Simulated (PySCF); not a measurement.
# `C1(=C)[C@@H](C)C(S)[C@@H]1C`, C7H12S

Molfile (atoms numbered from 1):
```
C7H12S
     RDKit          3D

 20 20  0  0  0  0  0  0  0  0999 V2000
    0.0082   -2.2458   -0.4854 C   0  0  0  0  0  0  0  0  0  0  0  0
    0.0021   -0.9563   -0.2248 C   0  0  0  0  0  0  0  0  0  0  0  0
    0.9976   -0.0148    0.4098 C   0  0  1  0  0  0  0  0  0  0  0  0
    2.4243   -0.0469   -0.1100 C   0  0  0  0  0  0  0  0  0  0  0  0
    0.1126    1.1553   -0.0602 C   0  0  0  0  0  0  0  0  0  0  0  0
   -0.2863    2.3629    1.2478 S   0  0  0  0  0  0  0  0  0  0  0  0
   -0.9841    0.1542   -0.5006 C   0  0  2  0  0  0  0  0  0  0  0  0
   -2.2356    0.1013    0.3626 C   0  0  0  0  0  0  0  0  0  0  0  0
   -0.8175   -2.7260   -0.9836 H   0  0  0  0  0  0  0  0  0  0  0  0
    0.8377   -2.8750   -0.2097 H   0  0  0  0  0  0  0  0  0  0  0  0
    0.9987   -0.1010    1.5004 H   0  0  0  0  0  0  0  0  0  0  0  0
    2.9889    0.7939    0.2873 H   0  0  0  0  0  0  0  0  0  0  0  0
    2.4322    0.0070   -1.1969 H   0  0  0  0  0  0  0  0  0  0  0  0
    2.9143   -0.9688    0.1935 H   0  0  0  0  0  0  0  0  0  0  0  0
    0.5485    1.7093   -0.8918 H   0  0  0  0  0  0  0  0  0  0  0  0
   -1.0390    3.1508    0.4836 H   0  0  0  0  0  0  0  0  0  0  0  0
   -1.2691    0.2562   -1.5519 H   0  0  0  0  0  0  0  0  0  0  0  0
   -2.8299   -0.7685    0.0936 H   0  0  0  0  0  0  0  0  0  0  0  0
   -1.9687    0.0279    1.4141 H   0  0  0  0  0  0  0  0  0  0  0  0
   -2.8399    0.9949    0.2191 H   0  0  0  0  0  0  0  0  0  0  0  0
  1  2  2  0
  2  3  1  0
  3  4  1  0
  3  5  1  0
  5  6  1  0
  5  7  1  0
  7  8  1  0
  7  2  1  0
  1  9  1  0
  1 10  1  0
  3 11  1  1
  4 12  1  0
  4 13  1  0
  4 14  1  0
  5 15  1  0
  6 16  1  0
  7 17  1  6
  8 18  1  0
  8 19  1  0
  8 20  1  0
M  END
```

Level of theory: TDDFT wB97X-D/def2-SVPD circular dichroism and optical rotation, one conformer, gas phase (PySCF 2.14.0). Geometry: GFN2-xTB.

The molecule is flexible and this is one conformer; a measurement averages over conformers.

Problem. Draw the ECD and absorption spectra from the lowest 16 states, each a Gaussian of half-width 0.25 eV at 1/e height.

Solution. 
```tsv
E (eV)	λ (nm)	Δε (L mol⁻¹ cm⁻¹)	ε (L mol⁻¹ cm⁻¹)
5.08	244	-0.03	0.546
5.23	237	-0.20	4.2
5.38	231	-0.75	15.9
5.53	224	-1.38	33.7
5.68	218	-1.46	91.6
5.83	213	-2.13	435
5.98	207	-5.13	1320
6.13	202	-7.63	2010
6.28	198	-5.63	1560
6.43	193	-2.07	1410
6.58	189	0.00	5070
6.73	184	+3.74	14000
6.88	180	+11.93	19500
7.03	176	+18.68	14200
7.18	173	+23.04	6990
7.33	169	+30.93	5350
7.48	166	+33.12	5840
7.63	163	+18.30	5040
7.78	159	-8.46	4160
7.93	156	-31.87	4730
8.08	154	-29.41	5700
8.23	151	+5.12	7210
```
Δε uses R in velocity form, ε uses f in length form. Only the states computed contribute, so the short-wavelength end is incomplete.
